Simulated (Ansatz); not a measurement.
System: sum formula HBO$_{2}$Br, net charge 0, doublet state. It need not be the lowest isomer of its formula. 
Coordinates optimised at B3LYP-D3(BJ)/def2-TZVP (Ansatz, a first-principles code):
```
B
O 1 1.3201
O 1 1.3476 2 132.51
H 3 0.9649 1 114.28 2 0.00
Br 1 1.9623 2 106.45 3 180.00
```
Charge 0, spin multiplicity 2.

Basis-set convergence of Hartree-Fock and CCSD(T) correlation energies (hartree) with Ansatz. Cores are frozen in the correlated levels unless marked. UHF or UKS for open shells. No spin-orbit coupling. The frozen core is the preceding noble-gas configuration, with the filled d and f shells of earlier blocks. Non-relativistic.

```
basis    functions        E(HF)  E(corr, CCSD(T))
-------  ---------  -----------  ----------------
cc-pVDZ         74  -2747.48634          -0.56396
cc-pVTZ        147  -2747.61964          -0.73629
cc-pVQZ        263  -2747.63584          -0.79513
cc-pV5Z        432  -2747.63928          -0.81568
```

Extrapolating the two largest sets (X = 4 and 5) as X^-3: E(corr) = (125·(-0.81568) - 64·(-0.79513))/61 = -0.8372 Eh, an estimate of the basis-set limit. The largest set recovers 97.4 % of it, the smallest 67.4 %.
